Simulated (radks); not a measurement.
The numbers below are computed, except where a source is named.
Removal energies from the samarium ion Sm+, [Xe] 4f(5/2: 6, 7/2: 0) 6s1, by Delta-SCF beside the eigenvalue of the level emptied. Level of theory: Dirac Kohn-Sham, PBE, spin-unpolarised, spherical densities, finite nucleus; Fermi nuclear charge, rms radius of each element as measured or else 0.836 A^(1/3) + 0.57 fm (a radial shooting solver on a logarithmic mesh with Libxc functionals). Sub-shells are occupied by j as written (lower j first in brackets).

removed from,final configuration,Delta-SCF (eV),-eigenvalue (eV)
6s1/2,"[Xe] 4f(5/2: 6, 7/2: 0)",11.077,8.408
4f5/2,"[Xe] 4f(5/2: 5, 7/2: 0) 6s1",16.134,8.658
5p3/2,"[Kr] 4d10 4f(5/2: 6, 7/2: 0) 5s2 5p(1/2: 2, 3/2: 3) 6s1",33.813,28.257
5p1/2,"[Kr] 4d10 4f(5/2: 6, 7/2: 0) 5s2 5p(1/2: 1, 3/2: 4) 6s1",37.546,31.781
